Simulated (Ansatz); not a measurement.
Z-matrix (Å, degrees):
```
C
N 1 1.461
H 1 1.095 2 111.2
H 1 1.090 2 109.6 3 120.0
H 1 1.095 2 111.2 3 -120.2
Si 2 1.752 1 112.9 3 62.9
B 2 1.396 1 121.4 3 -119.2
S 6 2.119 2 115.3 1 -172.8
H 6 1.485 2 108.7 1 -55.3
H 6 1.486 2 107.4 1 62.8
H 7 1.200 2 118.8 1 0.6
H 7 1.195 2 119.9 1 -179.1
H 8 1.344 6 94.9 2 -68.8
```

Total charge 0; spin multiplicity 1.

Task: List the r2SCAN/def2-TZVPP orbital energies in eV (the Gaussian-basis code of Ansatz). (An estimate is asked.)

Result: Ansatz gave: Occupied: -2409.22, -1791.91, -385.62, -274.08, -213.68, -179.94, -157.75, -157.67, -157.55, -142.28, -97.17, -97.13, -97.10, -23.52, -19.22, -17.67, -14.39, -12.68, -11.64, -11.48, -10.56, -10.38, -9.17, -9.00, -8.49, -7.78, -7.09, -6.71. Lowest empty: -0.81, -0.22, 0.01, 0.25, 1.32, 1.56, 1.94, 2.45.
